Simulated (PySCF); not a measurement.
Computed shifts of a molecule C3H9ClOSi, B3LYP/pcSseg-1 (PySCF), GIAO, gas phase, atoms alike by connectivity averaged where their shifts nearly agree, in ppm (number of nuclei): ¹³C: 69.5 (1), 31.6 (1), 28.8 (1). ²⁹Si: 4.0 (1). ¹H: 5.41 (1), 5.21 (1), 2.10 (1), 1.81 (6). References: ¹³C against TMS (σ = 181.3 ppm); ¹⁷O against H2O (σ = 333.8 ppm); ²⁹Si against TMS (σ = 338.7 ppm); ³⁵Cl against HCl (σ = 933.3 ppm); ¹H against TMS (σ = 31.68 ppm), references at their B3LYP-D3(BJ)/def2-TZVP geometries, non-relativistic (without spin–orbit terms, shifts of atoms bonded to Cl or Br come out too high). Coordinates come from a PBE-D3(BJ)/def2-SVP optimisation. The values are those of a single conformer.

Pick the molecule that these values belong to.
(A) CC[C@@H](O)[SiH2]Cl
(B) C[Si](C)(Cl)CO
(C) CC[Si@](C)(O)Cl
(D) CC(C)(O)[SiH2]Cl

D, CC(C)(O)[SiH2]Cl
